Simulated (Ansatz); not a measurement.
Geometry optimisation, Ansatz 0.2.0, RKS PBE/STO-3G.

Input file:

```yaml
crystal:
  periodic: [false, false, false]
  atoms:
    - { symbol: Si, position_ang: [0.0, 0.0, 0.0] }
    - { symbol: O, position_ang: [0.0, 0.0, 1.68] }
    - { symbol: C, position_ang: [-1.1112, -0.3437, 2.4945] }
    - { symbol: H, position_ang: [-1.814, -0.9775, 1.9143] }
    - { symbol: H, position_ang: [-0.7584, -0.9037, 3.3856] }
    - { symbol: H, position_ang: [-1.6313, 0.5809, 2.8212] }
    - { symbol: Cl, position_ang: [2.0086, 0.0, -0.7093] }
    - { symbol: "N", position_ang: [-0.8572, 1.4851, -0.6061] }
    - { symbol: H, position_ang: [-1.8773, 1.43, -0.8888] }
    - { symbol: H, position_ang: [-0.3367, 2.4058, -0.6766] }
    - { symbol: "N", position_ang: [-0.8572, -1.4851, -0.6061] }
    - { symbol: H, position_ang: [-1.3922, -2.1014, 0.0704] }
    - { symbol: H, position_ang: [-0.8219, -1.7344, -1.6357] }
basis:
  gaussian: { orbitals: STO-3G }
hamiltonian:
  xc: pbe
relax:
  f_tol: 0.02
  max_steps: 40
```

Run as:

```bash
$ ansatz run input.yaml --threads 1 --pin off --max-ram 2048MiB --backend cpu --events-out ev --progress --plain --runs-dir out
```

**Question.** Where does it end, and by what steps?

**Answer.** It converged. The force dipped under the threshold on the way, but the program's further checks kept it going. Limits of this set-up: minimal basis. After 16 steps the energy has fallen by 1.104 eV; H12 moved furthest, 0.99 Å.

```json
{"step": "0", "energy less start (eV)": "0.0000", "largest force component (eV/Å)": "3.628", "accepted": "yes"}
{"step": "1", "energy less start (eV)": "-0.6275", "largest force component (eV/Å)": "1.518", "accepted": "yes"}
{"step": "2", "energy less start (eV)": "-0.8328", "largest force component (eV/Å)": "2.250", "accepted": "yes"}
{"step": "3", "energy less start (eV)": "-0.9622", "largest force component (eV/Å)": "0.455", "accepted": "yes"}
{"step": "4", "energy less start (eV)": "-1.0188", "largest force component (eV/Å)": "0.334", "accepted": "yes"}
{"step": "5", "energy less start (eV)": "-1.0490", "largest force component (eV/Å)": "0.744", "accepted": "yes"}
{"step": "6", "energy less start (eV)": "-1.0696", "largest force component (eV/Å)": "0.333", "accepted": "yes"}
{"step": "7", "energy less start (eV)": "-1.0917", "largest force component (eV/Å)": "0.277", "accepted": "yes"}
{"step": "8", "energy less start (eV)": "-1.0973", "largest force component (eV/Å)": "0.168", "accepted": "yes"}
{"step": "9", "energy less start (eV)": "-1.1003", "largest force component (eV/Å)": "0.110", "accepted": "yes"}
{"step": "10", "energy less start (eV)": "-1.0969", "largest force component (eV/Å)": "0.239", "accepted": "no"}
{"step": "11", "energy less start (eV)": "-1.1021", "largest force component (eV/Å)": "0.054", "accepted": "yes"}
{"step": "12", "energy less start (eV)": "-1.1028", "largest force component (eV/Å)": "0.065", "accepted": "yes"}
{"step": "13", "energy less start (eV)": "-1.1036", "largest force component (eV/Å)": "0.037", "accepted": "yes"}
{"step": "14", "energy less start (eV)": "-1.1039", "largest force component (eV/Å)": "0.029", "accepted": "yes"}
{"step": "15", "energy less start (eV)": "-1.1041", "largest force component (eV/Å)": "0.016", "accepted": "yes"}
{"step": "16", "energy less start (eV)": "-1.1042", "largest force component (eV/Å)": "0.019", "accepted": "yes"}
```

```xyz
13
Properties=species:S:1:pos:R:3
Si -0.160 -0.104 0.051
O 0.174 -0.246 1.731
C -1.101 -0.261 2.481
H -1.749 -1.137 2.228
H -0.832 -0.331 3.560
H -1.710 0.665 2.334
Cl 1.847 -0.088 -0.739
N -1.070 1.369 -0.316
H -1.303 1.423 -1.348
H -0.473 2.227 -0.144
N -1.144 -1.451 -0.544
H -0.602 -2.358 -0.468
H -1.326 -1.352 -1.583
```

Whether the end is a true minimum wasn't checked by a vibrational analysis.

Time of the run: 37 s on 1 thread of Intel(R) Xeon(R) 6975P-C (Granite Rapids), with other jobs on the host, peak memory 0.19 GiB.
